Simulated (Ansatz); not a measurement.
Relaxation of Cl2GaH (4 atoms, charge 0, multiplicity 1), to a largest force component of 0.02 eV/Å in at most 40 steps.

Theory: RKS BHLYP-D4/def2-SVP in Ansatz.

```xyz
4
Properties=species:S:1:pos:R:3
Ga 0.000 0.000 0.000
Cl 0.000 0.000 2.240
H 1.360 0.000 -0.785
Cl -1.940 0.000 -1.120
```

Problem. Where does it end, and by what steps?

Solution. The forces met the threshold. After 3 steps the energy has fallen by 0.195 eV; Cl2 moved furthest, 0.14 Å.

```json
{"step": "0", "energy less start (eV)": "0.0000", "largest force component (eV/Å)": "1.538", "accepted": "yes"}
{"step": "1", "energy less start (eV)": "-0.1928", "largest force component (eV/Å)": "0.193", "accepted": "yes"}
{"step": "2", "energy less start (eV)": "-0.1950", "largest force component (eV/Å)": "0.027", "accepted": "yes"}
{"step": "3", "energy less start (eV)": "-0.1951", "largest force component (eV/Å)": "0.002", "accepted": "yes"}
```

```xyz
4
Properties=species:S:1:pos:R:3
Ga 0.016 0.000 -0.009
Cl -0.071 0.000 2.124
H 1.350 0.000 -0.779
Cl -1.875 0.000 -1.000
```

Run time: 23 s on 1 thread of Intel(R) Xeon(R) Platinum 8259CL CPU @ 2.50GHz (Skylake/Cascade Lake) (shared host), peak memory 0.17 GiB.
